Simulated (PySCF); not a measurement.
**CdH₃⁻ at several levels of theory**

All levels use the PBE0 minimum (singlet; Cd–H 1.797 Å (×3); H–Cd–H 120.0° (×3)), basis [Cd def2-TZVPD with ECP28, H def2-TZVPD], scalar-relativistic core potentials, density fitting, no spin–orbit coupling, PySCF. For vertical energies the ionised species is a doublet (spins chosen at PBE0 and kept). Open shells are unrestricted, also as the reference of the correlated levels. A dash marks a value that was not computed or is not defined at that level.

```xyz
4
charge -1 multiplicity 1, angstrom
Cd    0.0000    0.0000    0.0000
H     1.7972    0.0000    0.0000
H    -0.8986    1.5564    0.0000
H    -0.8986   -1.5564    0.0000
```

| level | vertical detachment energy (eV) | −ε(HOMO) (eV) | gap (eV) |
| --- | --- | --- | --- |
| PBE0 | 3.35 | 1.34 | 5.43 |
| HF | 2.86 | 4.01 | 10.18 |
| MP2 | ? | – | – |
| PBE | 3.21 | 0.26 | 3.72 |
| CCSD(T) | ? | – | – |
| r2SCAN | 3.25 | 0.50 | 4.29 |
| B3LYP | 3.42 | 1.18 | 5.03 |
| TPSSh | 3.26 | 0.81 | 4.72 |

Task: Fill in the row of CCSD(T).

Result: vertical detachment energy (eV) 3.42.

Task: Fill in the row of MP2.

Result: vertical detachment energy (eV) 3.44.

For CdH₃⁻ itself CCSD(T) correlates 24 electrons; T1 = 0.013, D1 = 0.045, (T) = -27 kJ/mol.

The lowest empty level of this anion is unbound, so it and the gap depend on the basis.
